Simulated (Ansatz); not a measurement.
Basis-set extrapolation for C$_{3}$H$_{5}$BF$_{2}$ (`FB(F)C1CC1`) (PBE0-D4/def2-TZVP geometry, frozen core, Ansatz 0.2.0). Multiplicity 1, RHF reference.

```
                      def2-TZVPP   def2-QZVPP
                 HF  -340.331435  -340.346532
    MP2 correlation    -1.088850    -1.174716
CCSD(T) correlation    -1.157114      not run
```

Energies in hartree. Use E(X) = E(∞) + A·exp(−7.88·√X) for Hartree–Fock and E(X) = E(∞) + B·X^(−2.97) for correlation, with X = 3 and 4, and add CCSD(T) minus MP2 of the smaller set to the MP2 limit.

**Question.** What is the CCSD(T) energy at the basis-set limit?

**Answer.** HF limit: -340.346532 + (-0.015097) × 0.13774 = -340.34861. MP2 limit: -1.174716 + (-0.085866) × 0.74074 = -1.23832. Higher-order term: -1.157114 − (-1.088850) = -0.06826. Total: -341.65519 hartree, 437.5 kJ/mol below CCSD(T)/def2-TZVPP.
